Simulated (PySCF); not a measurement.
Cl$_{2}$Sn, singlet, geometry from GFN2-xTB (such geometries of metal compounds can be far from the true shape) (all electrons, no relativity). Base run: PySCF with B3LYP/3-21G.

Input for PySCF:
```python
from pyscf import gto, scf, dft

mol = gto.M(
    atom='''
Sn    0.01027658   -0.01020405    0.62162910
Cl    1.12595238    1.42639629   -0.90985620
Cl   -1.15617762   -1.39638439   -0.91846469
''',
    basis='3-21g',
    verbose=4,
)

mf = dft.RKS(mol)
mf.xc = 'b3lyp'
mf.kernel()
mo_i, mo_e, stable_i, stable_e = mf.stability(internal=True, external=True, return_status=True, nroots=6, tol=1e-6)
print('internally stable:', stable_i, ' externally stable:', stable_e)
if not stable_e:
    umf = mf.to_uhf() if not hasattr(mf, 'xc') else mf.to_uks()
    umf.scf_summary = {}
    umf.kernel(umf.make_rdm1(mo_e, umf.mo_occ))
mf.analyze()
```

The bond that is stretched is that between atoms 2 and 1. A test that says stable can miss a lower solution.

Each row names what was changed in the base input (with any setting that the change needs).

```json
[
 {"change": "base", "ΔE vs base (kcal/mol)": "0.000", "<S^2>": "0.000", "HOMO-LUMO gap (eV)": "4.17", "stability test says": "stable", "outcome": "converged"},
 {"change": "bond × 1.25", "ΔE vs base (kcal/mol)": "14.59", "<S^2>": "0.000", "HOMO-LUMO gap (eV)": "3.08", "stability test says": "stable", "outcome": "converged"},
 {"change": "bond × 1.5", "ΔE vs base (kcal/mol)": "41.47", "<S^2>": "0.000", "HOMO-LUMO gap (eV)": "1.81", "stability test says": "stable", "outcome": "converged"},
 {"change": "bond × 1.8", "ΔE vs base (kcal/mol)": "64.4", "<S^2>": "0.000", "HOMO-LUMO gap (eV)": "1.03", "stability test says": "external instability", "outcome": "converged"},
 {"change": "bond × 2.2", "ΔE vs base (kcal/mol)": "-", "<S^2>": "-", "HOMO-LUMO gap (eV)": "-", "stability test says": "-", "outcome": "not converged"},
 {"change": "bond × 3.0", "ΔE vs base (kcal/mol)": "-", "<S^2>": "-", "HOMO-LUMO gap (eV)": "-", "stability test says": "-", "outcome": "not converged"}
]
```

Where a bond breaks into two radicals, a solution with restricted orbitals usually stops being the lowest and lies too high; an unrestricted one lies lower at the price of spin contamination, which <S^2> shows.
